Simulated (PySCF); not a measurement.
**Computed structure and properties of [Pb(OH)3]−**

System: [Pb(OH)3]− (singlet); start: displaced along the imaginary mode (C3). Method: PySCF 2.14.0, RKS r2SCAN, Pb def2-SVP with ECP60, O def2-SVP, H def2-SVP; non-relativistic Hamiltonian with scalar-relativistic core potentials where named; density fitting; no spin-orbit coupling.

Input of the relaxation:

```python
mol = gto.M(atom='''
Pb    -0.00000     0.00018    -0.24203
O      1.86269    -0.01363     0.93199
H      1.57271     0.24179     1.85663
O     -0.92013     1.61890     0.93325
H     -0.99691     1.23901     1.85741
O     -0.94253    -1.60736     0.93085
H     -0.57572    -1.48495     1.85537''',
    basis={'Pb': 'def2-SVP', 'O': 'def2-SVP', 'H': 'def2-SVP'},
    ecp={'Pb': 'def2-SVP'},
    charge=-1, spin=0)
mf = dft.RKS(mol, xc='R2SCAN')
mf.grids.atom_grid = (50, 194)
mf = mf.density_fit()  # fitting sets: Pb def2-universal-JKFIT, O def2-universal-JKFIT, H def2-universal-JKFIT
mf.conv_tol = 1e-08; mf.max_cycle = 55
mf.kernel(dm0)  # dm0: converged density of the start geometry
# quasi-Newton relaxation in Cartesian coordinates to a largest gradient under 0.00045 Eh/bohr, steps kept in the point group
```

Run from Python with OMP_NUM_THREADS=2; the lines above give its settings. Where DIIS fails, smearing, a level shift and second-order steps follow.
It took 46 s on 2 threads of Arm Neoverse V1 (shared host), from the converged density of the start.

Course of the relaxation:

```csv
step,energy above end (eV),largest force component within the symmetry (eV/Å)
0,0.2310,1.381
1,0.1319,0.176
2,0.1158,0.364
3,0.1025,0.608
4,0.0787,0.703
5,0.0360,0.409
6,0.0154,0.423
7,0.0091,0.307
8,0.0019,0.064
9,0.0010,0.045
10,0.0001,0.040
11,0.0000,0.009
12,0.0000,0.001
```

Relaxed geometry (C3):

```xyz
7

Pb    0.0000    0.0002   -0.2427
O     1.7374   -0.2288    1.0889
H     1.4638    0.4773    1.6999
O    -0.6713    1.6178    1.0903
H    -1.1463    1.0271    1.7004
O    -1.0661   -1.3915    1.0881
H    -0.3174   -1.5082    1.6985
```

```csv
contact,Å
Pb1–O2 (OH),2.201
Pb1–O4 (OH),2.201
Pb1–O6 (OH),2.201
```

On the finer grid (75, 302):

```json
{"HOMO": "-0.36 eV", "LUMO": "4.63 eV", "Dipole about the centre of mass": "3.22 D", "Set of Mulliken populations of Pb1 outside the core potential": "s 3.82, p 7.57, d 10.15", "D3(BJ) dispersion energy (not in the energies)": "-0.032 eV"}
```

| atom | Mulliken (e) | Löwdin (e) | spin (e) |
| --- | --- | --- | --- |
| Pb1 | 0.45 | 0.28 | 0.00 |
| O2 | -0.61 | -0.44 | 0.00 |
| H3 | 0.12 | 0.01 | 0.00 |
| O4 | -0.61 | -0.44 | 0.00 |
| H5 | 0.12 | 0.01 | 0.00 |
| O6 | -0.61 | -0.44 | 0.00 |
| H7 | 0.12 | 0.01 | 0.00 |

No frequency check is given for this geometry.

Taking off one OH (charge -1, singlet; the rest: singlet) in vacuum, both parts rigid, costs 4.78 eV; the small basis without counterpoise inflates it.

Rigid scan of OH along the line from its metal:

```csv
distance to O2 (Å),energy (eV)
1.90,0.878
2.00,0.328
2.10,0.071
2.20,0.000
2.30,0.053
2.40,0.180
2.60,0.545
2.90,1.145
3.30,1.824
3.80,2.427
```

One start shape was tried, so this needn't be the lowest isomer.
